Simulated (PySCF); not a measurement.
**TDDFT excited states: C3H9GaN2**

C3H9GaN2.
SMILES: `C(#[N+][GaH2-][CH2]N)C`

Level of theory: TDDFT CAM-B3LYP/def2-SVPD, vertical, gas phase, core orbitals frozen in the response in PySCF 2.14.0, density-fitted response routines. Isolated species at its PBE0-D3(BJ)/def2-SVP geometry (one conformer only). Relativistic effects, spin–orbit coupling among them, are left out although an element past zinc is present. Torsions of this conformer, `[CH3:1][C:2]#[N+:3][GaH2-:4][CH2:5][NH2:6]`: C2–N3–Ga4–C5 22°, N3–Ga4–C5–N6 -49°, H–N6–C5–Ga4 -57°, H–N6–C5–Ga4 -173°.

```csv
state,E (eV),E (hartree),f,|μ| (D),"main configurations (H = HOMO, L = LUMO)"
S1,5.55,0.2038,0.011,0.72,H→L (90%)
S2,5.90,0.2169,0.0039,0.42,"H→L+1 (56%), H→L+2 (14%), H→L+3 (11%)"
S3,6.05,0.2224,0.014,0.79,H→L+2 (81%)
S4,6.29,0.2311,0.0077,0.57,"H-1→L (74%), H-1→L+1 (11%)"
S5,6.46,0.2374,0.0080,0.57,H-2→L (65%)
S6,6.73,0.2472,0.126,2.22,"H→L+3 (42%), H-2→L (13%), H→L+4 (12%)"
S7,6.75,0.2479,0.0072,0.53,"H-1→L+1 (20%), H-2→L+1 (19%), H-1→L+2 (14%)"
S8,6.84,0.2515,0.0016,0.25,"H-1→L+2 (36%), H-2→L+2 (34%)"
S9,6.97,0.2561,0.043,1.27,"H-2→L+2 (39%), H-1→L+2 (30%)"
S10,7.06,0.2596,0.011,0.63,"H→L+5 (38%), H-1→L+1 (11%), H→L+4 (9%)"
```

Triplets, Tamm–Dancoff:

```json
{"state": "T1", "E (eV)": "5.33", "λ (nm)": "232.5", "main configurations (H = HOMO, L = LUMO)": "H→L (85%)"}
{"state": "T2", "E (eV)": "5.69", "λ (nm)": "217.8", "main configurations (H = HOMO, L = LUMO)": "H→L+1 (50%), H→L+3 (15%), H→L+5 (13%)"}
{"state": "T3", "E (eV)": "5.89", "λ (nm)": "210.6", "main configurations (H = HOMO, L = LUMO)": "H→L+2 (66%)"}
{"state": "T4", "E (eV)": "6.04", "λ (nm)": "205.2", "main configurations (H = HOMO, L = LUMO)": "H-2→L (24%), H-1→L (24%), H→L+2 (14%)"}
```

The lowest singlet comes at 224 nm (535 kJ/mol) in the ultraviolet; it is weak; its leading configuration is HOMO→LUMO (90%). The most intense listed level is S6 at 6.73 eV (184 nm, f = 0.126), 1.18 eV above S1. Löwdin shares by element: HOMO nitrogen 29% or more, carbon 29% or more, gallium 15%, hydrogen 8% or more (atoms not listed hold the other 20%); LUMO carbon 45% or more, nitrogen 23% or more, hydrogen 10% or more (atoms not listed hold the other 22%). The oscillator strengths of these states sum to 0.233; summed over the whole spectrum of an exact calculation they would give the number of electrons, 72 (Thomas–Reiche–Kuhn). The listed states span 1.52 eV, and the widest gap between neighbours is 0.35 eV (S1 to S2). Orbital energies (eV): HOMO-3 -11.35, HOMO-2 -8.82, HOMO-1 -8.61, HOMO -7.86, LUMO 0.64, LUMO+1 0.79, LUMO+2 1.01. The vertical ionisation energy (ΔSCF) is 8.63 eV, 1.57 eV above S10. Only the lowest 10 singlets were computed, as vertical energies without vibronic structure.
